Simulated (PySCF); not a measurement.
# Bonding in `COc1cccs1`

Species: C5H6OS.
SMILES with atom numbers: `[CH3:1][O:2][c:3]1[cH:4][cH:5][cH:6][s:7]1` (hydrogens: H8, H9, H10 on C1; H11 on C4; H12 on C5; H13 on C6)

Geometry (PBE0-D3(BJ)/def2-TZVP, Å), atoms numbered from 1 in this order:
```
atom  x, y, z in Å
C1     2.4172    0.1990    0.2284
O2     1.4403   -0.3644   -0.6177
C3     0.1586   -0.1734   -0.2761
C4    -0.9152   -0.6617   -0.9621
C5    -2.1423   -0.2890   -0.3607
C6    -1.9903    0.4688    0.7585
S7    -0.3339    0.7439    1.1073
H8     2.3259    1.2903    0.2605
H9     2.3341   -0.2010    1.2447
H10    3.3839   -0.0724   -0.1910
H11   -0.8134   -1.2588   -1.8571
H12   -3.1098   -0.5774   -0.7500
H13   -2.7483    0.8802    1.4058
```

Bond orders from the PBE0/pcSseg-2 density (PySCF). The structure is a single PBE0-D3(BJ)/def2-TZVP conformer in the gas phase; no vibrational or solvent corrections.

Question: Where do the orders between heavy atoms depart from those drawn in the SMILES?

Answer: The largest departure is 0.410, at C6–S7 (drawn aromatic, 1.090), counting aromatic bonds as 1.5. The bonds drawn aromatic range from 1.09 to 1.66.

Question: Give the Mayer order of every bond, beside its length.

Answer: 
| bond | drawn as | length (Å) | Mayer order |
| --- | --- | --- | --- |
| C1–O2 | single | 1.410 | 0.895 |
| O2–C3 | single | 1.340 | 1.050 |
| C3–C4 | aromatic | 1.365 | 1.506 |
| C4–C5 | aromatic | 1.416 | 1.290 |
| C5–C6 | aromatic | 1.360 | 1.664 |
| C6–S7 | aromatic | 1.715 | 1.090 |
| S7–C3 | aromatic | 1.731 | 1.247 |
| C1–H8 | single | 1.096 | 0.993 |
| C1–H9 | single | 1.095 | 0.993 |
| C1–H10 | single | 1.088 | 0.994 |
| C4–H11 | single | 1.081 | 1.038 |
| C5–H12 | single | 1.082 | 1.017 |
| C6–H13 | single | 1.078 | 0.976 |

Bonds between the same two heavy elements. C–O: lowest C1–O2 (0.895, 1.410 Å), highest O2–C3 (1.050, 1.340 Å). C–C: lowest C4–C5 (1.290, 1.416 Å), highest C5–C6 (1.664, 1.360 Å). C–S: lowest C6–S7 (1.090, 1.715 Å), highest S7–C3 (1.247, 1.731 Å); in 1 of the 1 pairs the longer bond (by over 0.003 Å) has the higher order (by 0.02 or more).

Question: Sum the orders of all bonds at each heavy atom with more than one neighbour and set the sums beside the valence in the SMILES.

Answer: C1 3.875 (drawn 4), O2 1.945 (drawn 2), C3 3.803 (drawn 4), C4 3.834 (drawn 4), C5 3.971 (drawn 4), C6 3.730 (drawn 4), S7 2.337 (drawn 2). Orders between atoms that aren't bonded are not in these sums.

The Mayer order sums products of elements of PS (density times overlap matrix) between the two atoms' basis functions, so it depends on the basis set.

The run behind these numbers computed NMR shieldings as well. The run took 59 s wall on one thread, Arm Neoverse V1 (aarch64), shared host with 32 logical CPUs at a one-minute load of 11, and the process peaked at 1.4 GiB of memory.
